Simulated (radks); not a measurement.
Question: Zn, configuration [Ar] 3d9.5 4s2 4p0.5 (fractional occupations, a model configuration). Calculated with a radial shooting solver on a logarithmic mesh with Libxc functionals: Dirac Kohn-Sham, PBE, spin-unpolarised, spherical densities, finite nucleus; open shells fill j = l - 1/2 first; Fermi nuclear charge, rms radius 3.9283 fm. Some entries of the table are withheld. Estimate them.

orbital  occ.  eigenvalue (hartree)  r(max) (bohr)  <r^2> (bohr^2)
1s1/2       2             -350.1294        0.03291        0.003405
2s1/2       2                   (1)         0.1893         0.06030
2p1/2       2             -37.64614         0.1502         0.04717
2p3/2       4             -36.76899         0.1530         0.04870
3s1/2       2              -4.90958         0.5877          0.5333
3p1/2       2              -3.29933         0.5862          0.5841
3p3/2       4              -3.18593         0.5943          0.6019
3d3/2       4                   (2)         0.5614           1.013
3d5/2     5.5                   (3)         0.5643           1.031
4s1/2       2              -0.27075            (4)             (5)
4p1/2     0.5                   (6)          2.763           17.73
4p3/2       0                   (7)          2.815           18.45

Answer: 
(1) 2s1/2 eigenvalue (hartree): -42.72712
(2) 3d3/2 eigenvalue (hartree): -0.52561
(3) 3d5/2 eigenvalue (hartree): -0.51197
(4) 4s1/2 r(max) (bohr): 2.018
(5) 4s1/2 <r^2> (bohr^2): 7.420
(6) 4p1/2 eigenvalue (hartree): -0.07145
(7) 4p3/2 eigenvalue (hartree): -0.06846
